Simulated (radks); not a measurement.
Fractional charge and spin in the 4p shell of krypton: the spin-up occupation runs from 1 to 2 and the spin-down occupation from 1 to 2; the fullest corner is Kr2+, [Ar] 3d10 4s2 4p(up 2, down 2). Method: non-relativistic Kohn-Sham, BLYP, spin-polarised, spherical densities, point nucleus; computed with a radial shooting solver on a logarithmic mesh with Libxc functionals. Energy (eV) minus the two flat planes that join the four corners (they meet along the diagonal where the two added fractions sum to one electron); zero is where a piecewise linear energy would lie.

down \ up       1    1.25     1.5    1.75       2
1           0.000  -1.186  -1.577  -1.179   0.000
1.25       -1.186  -1.503  -1.037   0.204  -1.105
1.5        -1.577  -1.037   0.272  -0.974  -1.468
1.75       -1.179   0.204  -0.974  -1.405  -1.096
2           0.000  -1.105  -1.468  -1.096   0.000

Corners above the fullest one (they belong to Kr3+ and the next ion): (up 2, down 1) 36.597 eV, (up 1, down 2) 36.597 eV, (up 1, down 1) 86.462 eV. With half an added electron in each spin the energy lies 0.272 eV from the planes, and with half an added electron in spin up alone -1.577 eV. The planes are only a guide here: the flat-plane condition holds for ground states with one frontier orbital, while this shell is degenerate and averaged over m.
